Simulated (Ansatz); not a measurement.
`[O]=[V]([OH])([OH])[Cl]`. Charge 0, multiplicity 1. The geometry is a stationary point of PBE0-D4/def2-TZVP. It is one conformer, not always the lowest.

```xyz
7

O    -1.498    0.138   -0.562
V    -0.143    0.111    0.189
O     0.402   -1.545    0.336
O     1.032    1.046   -0.709
Cl   -0.434    0.973    2.149
H    -0.149   -2.290    0.077
H     0.790    1.568   -1.480
```

(1) What is the dipole moment at r2SCAN/def2-TZVPP? (An estimate is asked.)

(2) And with PBE, B3LYP, ωB97M-V? (An estimate is asked.)

(3) Give the Mulliken charges with r2SCAN, ωB97M-V, B3LYP in def2-TZVPP. (Best estimate.)

Answers

(1) Computed: 2.29 D, with components (0.09, -0.88, -2.12) D in this frame, pointing from negative to positive charge.

(2) Computed: PBE 2.24 D, B3LYP 2.22 D, ωB97M-V 2.35 D.

(3) Computed: 
```
atom  r2SCAN  ωB97M-V  B3LYP
  O1   -0.42    -0.40  -0.43
  V2    1.11     1.01   1.11
  O3   -0.44    -0.40  -0.43
  O4   -0.44    -0.40  -0.43
 Cl5   -0.27    -0.23  -0.26
  H6    0.23     0.21   0.22
  H7    0.23     0.21   0.22
```

B3LYP here is the variant with VWN-RPA as its local correlation; programs differ in this.
